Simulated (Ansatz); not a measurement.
CH7AlN2O. Charge 0, multiplicity 1. The bonds changed during the relaxation, so this is another structure than the one it started from. The structure was optimised at the PBE0-D4/def2-TZVP level. It is one conformer, not always the lowest.

```xyz
12

N    -0.414   -1.266   -0.580
C     0.181   -1.204    0.837
Al   -0.145    0.574    0.139
N     1.206    1.580   -0.433
O    -1.738    1.206    0.216
H    -1.352   -1.643   -0.596
H     0.157   -1.769   -1.245
H     1.175   -1.649    0.834
H    -0.452   -1.734    1.544
H     1.120    2.380   -1.037
H     2.171    1.430   -0.194
H    -1.909    2.096    0.513
```

Task: What is the dipole moment at r2SCAN/def2-TZVPP? (An estimate is asked.)

Result: Computed: 1.89 D, with components (0.79, -1.46, -0.91) D in this frame, pointing from negative to positive charge.

Task: And with PBE, B3LYP, ωB97M-V? (Best estimate.)

Result: The calculation gave: PBE 1.91 D, B3LYP 1.85 D, ωB97M-V 1.83 D.

Task: Give the Mulliken charges with r2SCAN, ωB97M-V, PBE in def2-TZVPP. (Estimate.)

Result: The calculation gave: 
```tsv
atom	r2SCAN	ωB97M-V	PBE
N1	-0.13	-0.10	-0.12
C2	-0.37	-0.44	-0.36
Al3	0.58	0.55	0.42
N4	-0.51	-0.41	-0.44
O5	-0.47	-0.43	-0.41
H6	0.15	0.13	0.16
H7	0.14	0.12	0.15
H8	0.07	0.11	0.09
H9	0.07	0.12	0.09
H10	0.14	0.10	0.13
H11	0.14	0.10	0.13
H12	0.18	0.15	0.17
```

B3LYP here is the variant with VWN-RPA as its local correlation; programs differ in this.
